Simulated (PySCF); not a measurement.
BH6NO2Si, SMILES N[SiH2]B(O)O. Geometry optimised at B3LYP-D3(BJ)/def2-SVP. This is a generated structure with no PubChem entry under its InChIKey; it may be hypothetical. One conformer was computed; it need not be the lowest.

Computed equilibrium geometry at B3LYP-D3(BJ)/def2-SVP (PySCF confirms it by a frequency run) as Cartesian coordinates in Å (one conformer of several):
```xyz
11

Si    -0.8563    -0.6849     0.4599
N     -1.8759     0.6356    -0.1583
B      0.9668     0.0219    -0.0902
O      2.1681    -0.4432     0.3384
O      0.8943     1.0422    -0.9899
H     -1.0585    -0.9989     1.9119
H     -1.2729    -1.8979    -0.3091
H     -2.8280     0.4021    -0.4337
H     -1.9127     1.4743     0.4207
H      2.9049     0.0277    -0.0802
H     -0.0464     1.2301    -1.1774
```
